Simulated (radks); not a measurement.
Radial electron density D(r) = 4 pi r^2 rho(r) of an atom or ion with 9 electrons. Calculated with a radial shooting solver on a logarithmic mesh with Libxc functionals: non-relativistic Kohn-Sham, PBE, spin-unpolarised, spherical densities, point nucleus.

```
   r/bohr * D(r) (the largest magnitude, 17, reaches the edge; | marks zero)
 0.003336 |*
 0.003672 |*
 0.004074 |*
 0.004485 | *
 0.004976 | *
 0.005477 | *
 0.006029 |  *
  0.00669 |  *
 0.007364 |   *
 0.008171 |    *
 0.008995 |     *
 0.009981 |      *
  0.01099 |       *
  0.01209 |        *
  0.01342 |          *
  0.01477 |           *
  0.01639 |              *
  0.01804 |                *
  0.01986 |                  *
  0.02204 |                     *
  0.02426 |                        *
  0.02691 |                            *
  0.02963 |                               *
  0.03261 |                                   *
  0.03618 |                                       *
  0.03983 |                                          *
   0.0442 |                                              *
  0.04865 |                                                *
  0.05398 |                                                   *
  0.05942 |                                                     *
  0.06541 |                                                      *
  0.07258 |                                                      *
  0.07989 |                                                     *
  0.08864 |                                                   *
  0.09758 |                                                 *
   0.1074 |                                              *
   0.1192 |                                          *
   0.1312 |                                       *
   0.1456 |                                   *
   0.1602 |                                 *
   0.1778 |                                *
   0.1957 |                                *
   0.2154 |                                 *
    0.239 |                                    *
   0.2631 |                                       *
    0.292 |                                          *
   0.3214 |                                            *
   0.3538 |                                             *
   0.3925 |                                             *
   0.4321 |                                           *
   0.4794 |                                       *
   0.5278 |                                  *
   0.5809 |                            *
   0.6446 |                      *
   0.7096 |                *
   0.7873 |           *
   0.8667 |       *
   0.9616 |   *
    1.059 | *
    1.165 |*
    1.293 |*
    1.423 *
    1.579 *
    1.738 *
```

What is the nuclear charge?

Answer. Z = 15. The innermost maximum, from 1s, lies near 1/Z = 0.0667 bohr (found: 0.0697), and its height grows with Z. The density is that of the phosphorus ion P6+ in [He] 2s2 2p5; the configuration itself is not fixed sharply by these data, and Z only to about a unit. D(r) has 2 maxima, at r = 0.0697, 0.365 bohr, and minima at 0.185 bohr, inside which lie 2.22 electrons.
